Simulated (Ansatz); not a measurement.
Consider the ligand exchange at the Si–N bond: `C=C[SiH2]N[SiH](Cl)Cl` + `O[SiH2]S` → `O[SiH2]S[SiH](Cl)Cl` + `C=C[SiH2]N`.

Program: Ansatz. Geometries: PBE0-D4/def2-TZVP. ΔE: electronic, gas phase. CBS: MP2 limit from def2 TZ/QZ plus the TZ coupled-cluster correction, frozen cores. DFT in def2-TZVPP. B3LYP here is the variant with VWN-RPA as its local correlation; programs differ in this. One conformer a species, not always the lowest.

```csv
level,ΔE (kJ/mol),difference from CCSD(T)/CBS
PBE-D4,0.5,-10.3
r2SCAN-D4,7.1,-3.7
PBE0-D4,4.2,-6.6
B3LYP-D4,12.3,1.5
ωB97X-V,12.0,1.2
ωB97M-V,11.1,0.3
B2PLYP,11.8,1.0
PBE,-0.9,-11.7
r2SCAN,6.0,-4.8
PBE0,2.7,-8.1
B3LYP,10.8,0.0
HF/def2-TZVPP,22.4,11.6
MP2/def2-TZVPP,11.1,0.3
SCS-MP2/def2-TZVPP,15.1,4.3
CCSD/def2-TZVPP,18.0,7.2
CCSD(T)/def2-TZVPP,15.6,4.8
HF/def2-QZVPP,23.2,12.4
MP2/def2-QZVPP,8.7,-2.1
SCS-MP2/def2-QZVPP,12.7,1.9
HF/CBS(def2),23.3,12.5
MP2/CBS(def2),6.4,-4.4
CCSD/CBS(def2),13.2,2.4
CCSD(T)/CBS,10.8,0
```

Largest T1 diagnostic among the species: 0.011.

In def2-TZVPP, CCSD(T) changes the Hartree–Fock value by −6.8 kJ/mol (the triples alone add −2.4 kJ/mol) and MP2 by −11.3 kJ/mol. From PBE to PBE0 (25 % exact exchange), in def2-TZVPP and without D4, ΔE moves by +3.6 kJ/mol.
